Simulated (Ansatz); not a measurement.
Cost and result for the atomization energy of C₂H₄BGa (8 atoms, 8 bonds).

```xyz
8

C     0.9788   -0.7034   -0.7824
C     0.1724   -0.2561    0.1609
B    -0.7667    0.2581    1.1040
Ga   -0.6591    1.4500   -1.0134
H     1.0423   -1.7594   -1.0418
H     1.6502   -0.0498   -1.3476
H    -0.5526    0.4745    2.2585
H    -1.8653    0.5860    0.6618
```

The species carries charge 0 and has multiplicity 1. Correlated methods include outer-core shells of Ga, which these sets cover unevenly. Scalar relativity is left out up to krypton. The bonds changed during the relaxation, so this is another structure than the one it started from. Geometry: relaxed with PBE0-D4/def2-TZVP. Program: Ansatz. All runs use 2 threads of an Arm Neoverse V2 on a shared host. Times are those of one run each, without the atoms' runs, and a repeat can differ threefold. Electronic energies, without spin–orbit coupling; frozen cores. CCSD(T)/CBS adds CCSD(T) − MP2 in def2-TZVPP to the MP2 limit, and its time is that of the two runs behind it. T1 = 0.015. With those shells the extrapolation isn't a true limit. HSE06 is the plane-wave form, built on full-range PBE exchange.

CCSD(T)/CBS is a level of theory with its own doubt, some kJ/mol a heavy atom from the limit and from the frozen cores, so smaller differences don't rank the functionals.

| level | functions | wall time |
| --- | --- | --- |
| PBE-D4/def2-TZVPP (with forces) | 197 | 3 s |
| HSE06-D4/def2-TZVPP | 197 | 3.9 s |
| BHLYP-D4/def2-TZVPP | 197 | 3.9 s |
| CAM-B3LYP-D4/def2-TZVPP | 197 | 4.1 s |
| CCSD(T)/def2-SVP | 94 | 5.5 s |
| r2SCAN-D4/def2-TZVPP (with forces) | 197 | 6.5 s |
| r2SCANh-D4/def2-TZVPP | 197 | 6.5 s |
| B2PLYP/def2-TZVPP | 197 | 6.5 s |
| PBE-QIDH/def2-TZVPP | 197 | 7 s |
| B97M-V/def2-TZVPP | 197 | 12 s |
| MP2/def2-QZVPP | 380 | 29 s |
| CCSD(T)/def2-TZVPP | 197 | 91 s |
| CCSD(T)/CBS(def2) | – | 120 s |

Problem. What atomization energy does each give, and how far from CCSD(T)/CBS? (Best estimate.)

Solution. Ansatz gave: 
```csv
level,atomization (kcal/mol),difference from CCSD(T)/CBS,per bond
PBE-D4/def2-TZVPP (with forces),726.3,24.4,3.1
HSE06-D4/def2-TZVPP,712.6,10.7,1.3
BHLYP-D4/def2-TZVPP,685.5,-16.4,-2.1
CAM-B3LYP-D4/def2-TZVPP,705.5,3.6,0.4
CCSD(T)/def2-SVP,671.0,-30.9,-3.9
r2SCAN-D4/def2-TZVPP (with forces),711.5,9.6,1.2
r2SCANh-D4/def2-TZVPP,706.7,4.8,0.6
B2PLYP/def2-TZVPP,698.7,-3.2,-0.4
PBE-QIDH/def2-TZVPP,703.6,1.7,0.2
B97M-V/def2-TZVPP,709.5,7.6,0.9
MP2/def2-QZVPP,708.4,6.5,0.8
CCSD(T)/def2-TZVPP,686.0,-15.9,-2.0
CCSD(T)/CBS(def2),701.9,0.0,0.0
```

The D4 term adds +6.6 kcal/mol with B3LYP and +3.3 kcal/mol with PBE0; it sums over pairs of atoms, weighted by their polarisabilities, and B3LYP, whose exchange is more repulsive, gets the larger term. From BLYP to BHLYP (50 % exact exchange), in def2-TZVPP and without D4, the atomization energy moves by −18.6 kcal/mol: exact exchange takes away binding that semilocal exchange gives to molecules. Leaving LDA and LC-ωPBE aside and taking each functional with its dispersion term where it has one, the values spread over 40.8 kcal/mol, from BHLYP-D4 to PBE-D4. LDA lies +86.7 kcal/mol from PBE without D4, its usual overbinding.

B3LYP here is the variant with VWN-RPA as its local correlation; programs differ in this.
